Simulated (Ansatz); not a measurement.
A structure relaxed at PBE0-D4/def2-TZVP, charge 0, multiplicity 1:

| atom | x (Å) | y (Å) | z (Å) |
| --- | --- | --- | --- |
| O1 | 2.0954 | 0.5616 | -1.0042 |
| Ge2 | 0.3598 | 0.9258 | -0.7967 |
| Si3 | -0.4615 | -0.4028 | 1.0176 |
| O4 | -2.0797 | -0.6501 | 0.9794 |
| Cl5 | 0.5678 | -2.1905 | 0.8066 |
| H6 | 2.2726 | -0.3763 | -0.8929 |
| H7 | 0.3027 | 2.4424 | -0.5654 |
| H8 | -0.4108 | 0.5696 | -2.0908 |
| H9 | -0.1744 | 0.1101 | 2.3734 |
| H10 | -2.4718 | -0.9897 | 0.1729 |

(1) Give its formula and SMILES.

(2) Summarise the bond lengths by kind.

Answers

(1) ClGeH5O2Si, `[OH][GeH2][SiH](O)Cl`.

(2) 1 × Ge–O 1.786 Å; 2 × H–O 0.959 to 0.961 Å; 1 × Ge–Si 2.394 Å; 2 × Ge–H 1.535 to 1.548 Å; 1 × O–Si 1.637 Å; 1 × Cl–Si 2.074 Å; 1 × H–Si 1.478 Å.

Program: Ansatz 0.2.0.
